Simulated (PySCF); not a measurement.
```xyz
4
charge 0 multiplicity 1, angstrom
Sb    0.0000    0.0000    0.0000
H     1.6431    0.0000    0.0000
H    -0.8215    1.4230    0.0000
H    -0.8216   -1.4229    0.0000
```

All numbers come from PBE0/[Sb def2-TZVP with ECP28, H def2-TZVP], scalar-relativistic core potentials, density fitting, no spin–orbit coupling, PySCF.

This geometry of SbH3 is a stationary point at this level.

Question: What is the point group?

Answer: D3h.

Question: Is it a minimum?

Answer: No: it has 1 imaginary mode, at 1117i cm⁻¹ (a2'').

Question: List the harmonic modes with their infrared intensities.

Answer: 
```csv
symmetry,ω (cm⁻¹),"IR (km/mol, summed over degenerate members)"
a2'',1117i,–
e',716,77.7
a1',2173,0.0
e',2224,9.6
```

In D3h the vibrations span a2'' + 2e' + a1'. The a1' mode carries no infrared intensity, as symmetry demands.

Other isomers or separated fragments may lie lower. At this level a singlet minimum of C3v symmetry lies 189 kJ/mol below this structure.
